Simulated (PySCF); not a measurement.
Geometry (Å), atoms numbered from 1 in this order:
```xyz
13

Si   -2.116    0.264    0.247
O    -1.265   -0.376   -0.975
Si    0.137   -0.707   -1.707
O     1.385   -0.251   -0.786
Si    1.996    0.346    0.590
H    -1.587   -0.239    1.516
H    -1.999    1.721    0.178
H    -3.475   -0.202   -0.017
H     0.197    0.098   -2.916
H     0.204   -2.153   -1.842
H     3.412    0.518    0.276
H     1.331    1.613    0.900
H     1.775   -0.631    1.658
```

PySCF calculation with NMR shieldings at PBE0/pcSseg-1/GIAO and GFN2-xTB geometry; non-relativistic, one averaged value for each set of equivalent atoms, single conformer, in vacuum.

Chemical shifts δ = σref − σ; 1H (σref 31.72) and 29Si (σref 349.16) against TMS; H2O for 17O (σref 336.08), all at this level.

| atoms | nucleus | count | Hirshfeld charge | δ (ppm) |
| --- | --- | --- | --- | --- |
| H6/H7/H8/H11/H12/H13 | 1H | 6 | -0.08 | 5.25 |
| H9/H10 | 1H | 2 | -0.08 | 4.90 |
| O2/O4 | 17O | 2 | -0.31 | ? |
| Si3 | 29Si | 1 | 0.47 | ? |
| Si1/Si5 | 29Si | 2 | 0.39 | -44.0 |

Estimate the values marked ?.

## Answers


- Si3: -44.5 ppm, silicon bonded to 2 O, 2 H
- O2/O4: 40.8 ppm, oxygen bonded to 2 Si

Experimental scales use liquid or dissolved standards, which lie at an offset from isolated H2O (liquid H2O: subtract about 36 ppm).
